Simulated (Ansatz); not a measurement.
Geometry optimisation, RKS BLYP-D4/def2-SVP (Ansatz 0.2.0).

Input:

```yaml
crystal:
  periodic: [false, false, false]
  atoms:
    - { symbol: Ge, position_ang: [-0.281602, 0.236997, 0.059425] }
    - { symbol: Cl, position_ang: [-0.770773, 0.373008, 2.220521] }
    - { symbol: H, position_ang: [1.239515, 0.285286, -0.166066] }
    - { symbol: H, position_ang: [-1.081297, 1.409548, -0.584141] }
    - { symbol: O, position_ang: [-0.898647, -1.319758, -0.624811] }
    - { symbol: H, position_ang: [-1.86471, -1.274342, -0.776327] }
    - { symbol: "N", position_ang: [1.08338, -2.215833, 1.399273] }
    - { symbol: H, position_ang: [0.564597, -2.670878, 0.643844] }
    - { symbol: Si, position_ang: [2.806753, -2.273317, 1.648279] }
    - { symbol: H, position_ang: [3.385939, -3.660443, 1.770758] }
    - { symbol: H, position_ang: [3.551436, -1.600984, 0.521745] }
    - { symbol: H, position_ang: [3.069897, -1.527645, 2.925164] }
    - { symbol: H, position_ang: [0.447612, -1.892839, 2.155035] }
basis:
  gaussian: { orbitals: def2-SVP }
hamiltonian:
  xc: blyp
  dispersion: d4
relax:
  f_tol: 0.03
  max_steps: 50
```

Launched with:

```bash
$ ansatz run input.yaml --threads 4 --pin off --max-ram 5120MiB --backend cpu --events-out ev --progress --plain --runs-dir out
```

Task: Where does it end, and by what steps?

Result: The run converged. The force dipped under the threshold on the way, but the program's further checks kept it going. After 16 steps the energy has fallen by 0.044 eV; Cl2 moved furthest, 0.60 Å.

```json
{"step": "0", "energy less start (eV)": "0.0000", "largest force component (eV/Å)": "0.499", "accepted": "yes"}
{"step": "1", "energy less start (eV)": "-0.0071", "largest force component (eV/Å)": "0.256", "accepted": "yes"}
{"step": "2", "energy less start (eV)": "-0.0137", "largest force component (eV/Å)": "0.185", "accepted": "yes"}
{"step": "3", "energy less start (eV)": "-0.0172", "largest force component (eV/Å)": "0.109", "accepted": "yes"}
{"step": "4", "energy less start (eV)": "-0.0213", "largest force component (eV/Å)": "0.045", "accepted": "yes"}
{"step": "5", "energy less start (eV)": "-0.0228", "largest force component (eV/Å)": "0.029", "accepted": "yes"}
{"step": "6", "energy less start (eV)": "-0.0275", "largest force component (eV/Å)": "0.300", "accepted": "yes"}
{"step": "7", "energy less start (eV)": "-0.0319", "largest force component (eV/Å)": "0.196", "accepted": "yes"}
{"step": "8", "energy less start (eV)": "-0.0367", "largest force component (eV/Å)": "0.067", "accepted": "yes"}
{"step": "9", "energy less start (eV)": "-0.0384", "largest force component (eV/Å)": "0.198", "accepted": "yes"}
{"step": "10", "energy less start (eV)": "-0.0400", "largest force component (eV/Å)": "0.158", "accepted": "yes"}
{"step": "11", "energy less start (eV)": "-0.0401", "largest force component (eV/Å)": "0.145", "accepted": "yes"}
{"step": "12", "energy less start (eV)": "-0.0432", "largest force component (eV/Å)": "0.057", "accepted": "yes"}
{"step": "13", "energy less start (eV)": "-0.0437", "largest force component (eV/Å)": "0.047", "accepted": "yes"}
{"step": "14", "energy less start (eV)": "-0.0441", "largest force component (eV/Å)": "0.031", "accepted": "yes"}
{"step": "15", "energy less start (eV)": "-0.0443", "largest force component (eV/Å)": "0.031", "accepted": "yes"}
{"step": "16", "energy less start (eV)": "-0.0444", "largest force component (eV/Å)": "0.013", "accepted": "yes"}
```

```xyz
13
Properties=species:S:1:pos:R:3
Ge -0.444 0.375 0.090
Cl -1.360 0.330 2.095
H 1.050 0.724 0.171
H -1.321 1.366 -0.730
O -0.580 -1.264 -0.671
H -1.498 -1.440 -0.958
N 1.182 -1.951 1.558
H 0.583 -2.254 0.780
Si 2.859 -2.439 1.604
H 3.139 -3.896 1.892
H 3.462 -2.131 0.264
H 3.547 -1.642 2.675
H 0.634 -1.909 2.422
```

Whether the end is a true minimum wasn't checked by a vibrational analysis.

Time of the run: 30 s on 4 threads of Arm Neoverse V2 (shared host), peak memory 0.21 GiB.
